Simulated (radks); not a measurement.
Ga22+, configuration [He] 2s2 2p5. Calculated with a radial shooting solver on a logarithmic mesh with Libxc functionals: Dirac Kohn-Sham, PBE, spin-unpolarised, spherical densities, finite nucleus; open shells fill j = l - 1/2 first; Fermi nuclear charge, rms radius 3.9973 fm.

Radial electron density D(r) = 4 pi r^2 rho(r):

r (bohr),D(r) (e/bohr)
0.004378,4.193
0.004858,4.984
0.005434,5.982
0.006078,7.150
0.006744,8.401
0.007543,9.944
0.008437,11.70
0.009437,13.68
0.01047,15.72
0.01171,18.11
0.0131,20.67
0.01465,23.36
0.01626,25.92
0.01819,28.64
0.02034,31.22
0.02275,33.52
0.02525,35.30
0.02824,36.67
0.03158,37.38
0.03505,37.37
0.0392,36.64
0.04384,35.22
0.04904,33.30
0.05441,31.30
0.06086,29.24
0.06808,27.64
0.07614,26.84
0.08449,27.01
0.0945,28.19
0.1057,30.20
0.1173,32.41
0.1312,34.59
0.1467,35.86
0.1641,35.65
0.1821,33.84
0.2037,30.18
0.2278,25.14
0.2548,19.40
0.2828,14.16
0.3163,9.219
0.3538,5.421
0.3957,2.847
0.4391,1.399
0.4911,0.5684
0.5493,0.1975
0.6095,0.06335
0.6817,0.01545
0.7625,0.003039
0.8529,0.0004705

D(r) has 2 maxima, at r = 0.0331, 0.153 bohr, and minima at 0.0786 bohr, inside which lie 2.19 electrons.
